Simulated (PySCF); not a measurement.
Gas-phase reaction: 5 Ga(CH3)3 + C4H2 → 5 GaH(CH3)2 + 3 C3H4 (allene)

Energies from PySCF, thermal terms from the rigid-rotor harmonic-oscillator model, ideal gas at 1 bar. † marks an energy on the PBE0/def2-TZVP geometry and frequencies. MP2 freezes the core. All species are closed-shell singlets. B3LYP is the form with VWN-RPA correlation. Ga: all electrons, no relativistic terms. GaH(CH3)2: computed as isolated molecules; such fragments, hydroxides, amides, oligomers or adducts are transient or little studied in the gas. MP2 isn't extrapolated to the basis-set limit.

```json
[
 {"level": "B3LYP/def2-TZVP†", "ΔH°(298 K), kJ": "___"},
 {"level": "HF/def2-TZVP†", "ΔH°(298 K), kJ": "268"},
 {"level": "MP2/def2-TZVPP†", "ΔH°(298 K), kJ": "___"},
 {"level": "PBE/def2-TZVP†", "ΔH°(298 K), kJ": "___"},
 {"level": "PBE0/def2-QZVP†", "ΔH°(298 K), kJ": "344"},
 {"level": "r2SCAN/def2-TZVP†", "ΔH°(298 K), kJ": "342"},
 {"level": "ωB97M-V/def2-TZVP†", "ΔH°(298 K), kJ": "342"},
 {"level": "ωB97X-V/def2-TZVP†", "ΔH°(298 K), kJ": "___"}
]
```

Question: Some entries are withheld; supply them.

Answer: 
- B3LYP/def2-TZVP†, ΔH°(298 K), kJ: 291
- MP2/def2-TZVPP†, ΔH°(298 K), kJ: 447
- PBE/def2-TZVP†, ΔH°(298 K), kJ: 319
- ωB97X-V/def2-TZVP†, ΔH°(298 K), kJ: 350
